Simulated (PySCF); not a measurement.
Solvent effects on NMR parameters

Bonds (- single, = double, # triple, : aromatic): C1-C2, C2-C3, C2-C4, C2-B5, B5-O6, O6-C7, C7-C8, C8-O9, O9-B5. C1 carries H10, H11, H12; C3 carries H13, H14, H15; C4 carries H16, H17, H18; C7 carries H19, H20; C8 carries H21, H22.

GIAO PBE0/pcSseg-1 in PySCF 2.14.0 with density-fitted response routines on one PBE0-D3(BJ)/def2-SVP conformer, non-relativistic, equivalent nuclei averaged. Solvents enter as an IEF-PCM continuum (dimethylsulfoxide with ε = 46.8) around the gas-phase geometry. Shifts are referred to TMS, BF3·OEt2 computed in the same medium.

Gas phase, δ in ppm: C7/C8 68.2, C1/C3/C4 28.0, C2 16.2, B5 34.9, H19/H20/H21/H22 4.10, H10/H11/H12/H13/H14/H15/H16/H17/H18 0.96. Dipole moment 2.13 D.

Problem. How does each δ change in the continuum?

Solution. 
```tsv
atoms	environment	Δδ, dimethylsulfoxide
C7/C8	sp3 CH2 bonded to O	+1.2
C1/C3/C4	methyl carbon	+0.3
C2	fully substituted sp3 carbon bonded to B	+0.9
B5	boron bonded to C, 2 O, in a 5-membered ring	+0.7
H19/H20/H21/H22	hydrogen on an sp3 CH2 bonded to O	+0.18
H10/H11/H12/H13/H14/H15/H16/H17/H18	hydrogen on a methyl carbon	-0.02
```

Changes are relative to the gas phase. The dipole moment becomes 2.57 D in dimethylsulfoxide.

Problem. Which nuclei move most (in ppm), and what does the model miss?

Solution. C7/C8 (sp3 CH2 bonded to O, +1.2 ppm) in dimethylsulfoxide. A continuum only polarises the solute; specific hydrogen bonds, the anisotropy of aromatic solvents and changes of geometry or conformer are outside it.
